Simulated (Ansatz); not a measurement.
Compare A (`C[Si]1(O)C=C1`) with its isomer B (`C#COC[SiH3]`).

Gas-phase electronic energies from Ansatz, PBE0-D4/def2-TZVP geometries. CBS: MP2 limit from def2 TZ/QZ plus the TZ coupled-cluster correction, frozen cores. DFT in def2-TZVPP. B3LYP here is the variant with VWN-RPA as its local correlation; programs differ in this. Each species was taken in one conformer, which may not be the lowest.

Q: Which isomer does CCSD(T)/CBS put lower? Give the gap. (An estimate is asked.)

A: Computed: A, by 76.0 kcal/mol.

Q: Give E(B) − E(A) in kcal/mol with PBE0-D4, CCSD(T)/def2-TZVPP, B3LYP-D4, PBE-D4, MP2/def2-TZVPP, r2SCAN-D4, LDA (SPW92). (Best estimate.)

A: Computed: PBE0-D4 76.2, CCSD(T)/def2-TZVPP 74.1, B3LYP-D4 70.6, PBE-D4 72.7, MP2/def2-TZVPP 77.3, r2SCAN-D4 76.8, LDA (SPW92) 74.6. None reverses the order clearly.

Q: Does the order hold for the free energy at 298.15 K (harmonic terms from PBE0-D4)? (Best estimate.)

A: Ansatz gave: Yes: G(B) − G(A) = +70.5 kcal/mol, for one conformer each. Modes under 60 cm⁻¹, often nearly free rotors, make the harmonic entropy too high.

Largest T1 diagnostic: 0.013.

In def2-TZVPP, CCSD(T) changes the Hartree–Fock value by +4.2 kcal/mol (the triples alone add −0.1 kcal/mol) and MP2 by +7.4 kcal/mol. From r2SCAN to r2SCAN0 (25 % exact exchange), in def2-TZVPP and without D4, E(B) − E(A) moves by +2.1 kcal/mol.
